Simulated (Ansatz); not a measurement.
Geometry optimisation, RKS BLYP/def2-SVP in Ansatz.

The input (input.yaml):

```yaml
crystal:
  periodic: [false, false, false]
  atoms:
    - { symbol: O, position_ang: [-0.1853, 1.4544, -0.8268] }
    - { symbol: Sn, position_ang: [-0.087, -0.0741, 0.3584] }
    - { symbol: O, position_ang: [1.6858, -0.8714, 0.1589] }
    - { symbol: Cl, position_ang: [-1.6406, -1.6534, -0.2328] }
    - { symbol: H, position_ang: [-1.1691, 1.7937, -0.752] }
    - { symbol: H, position_ang: [-0.3302, 0.4497, 2.0158] }
    - { symbol: H, position_ang: [2.35463, -0.19317, 0.37865] }
basis:
  gaussian: { orbitals: def2-SVP }
hamiltonian:
  xc: blyp
relax:
  f_tol: 0.015
  max_steps: 40
```

Run as:

```bash
$ ansatz run input.yaml --threads 1 --pin off --max-ram 2048MiB --backend cpu --events-out ev --progress --plain --runs-dir out
```

**Question.** Where does it end, and by what steps?

**Answer.** The run converged. After 17 steps the energy has fallen by 0.402 eV; H7 moved furthest, 0.85 Å.

```csv
step,energy less start (eV),largest force component (eV/Å),accepted
0,0.0000,2.465,yes
1,-0.2578,1.060,yes
2,-0.2798,0.451,yes
3,-0.2995,0.142,yes
4,-0.3198,0.158,yes
5,-0.2365,1.682,no
6,-0.3439,0.191,yes
7,-0.3675,0.270,yes
8,-0.3336,1.618,no
9,-0.3818,0.121,yes
10,-0.3907,0.088,yes
11,-0.3915,0.319,yes
12,-0.4003,0.044,yes
13,-0.4011,0.049,yes
14,-0.4015,0.016,yes
15,-0.4015,0.025,yes
16,-0.4016,0.027,yes
17,-0.4016,0.009,yes
```

```xyz
7
Properties=species:S:1:pos:R:3
O -0.323 1.731 -0.447
Sn -0.100 0.050 0.639
O 1.817 -0.536 0.574
Cl -1.510 -1.577 -0.418
H -0.922 1.546 -1.201
H -0.467 0.268 2.306
H 2.135 -0.576 -0.352
```

The run took 52 s on 1 thread of Arm Neoverse V1, with other jobs on the host, peak memory 0.12 GiB.
